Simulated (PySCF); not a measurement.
# Ionisation energy of W(62+) by level of theory

W(62+) [Ne] 3s2 (1S) → W(63+) [Ne] 3s1 (2S), as a difference of total energies. All numbers are calculated (PySCF 2.14, no relativity, point nucleus, in an even-tempered Gaussian basis (16 s from 18 bohr⁻², ratio 2.5; 10 p from 23 bohr⁻², ratio 2.5; 4 d from 84 bohr⁻², ratio 2.7; 4 f from 130 bohr⁻², ratio 2.7)). Correlated levels: outer shells: 1s2 frozen; virtual orbitals above 40 to 60 times the deepest correlated orbital energy dropped. The calculations carry no spin-orbit coupling.

```csv
method,ionisation energy (eV)
UHF,6481.8
MP2 (outer shells),6487.2
SCS-MP2 (outer shells),6488.0
CCSD (outer shells),6489.3
CCSD(T) (outer shells),6489.4
```

How much does correlation contribute at CCSD(T) (outer shells)?

6489.4 − (6481.8) = 7.6 eV, measured against UHF.

The gap to the reference is mostly relativistic.

For comparison: 7000 ± 7 eV (semi-empirical (NIST evaluation); NIST Atomic Spectra Database, ionization energies).
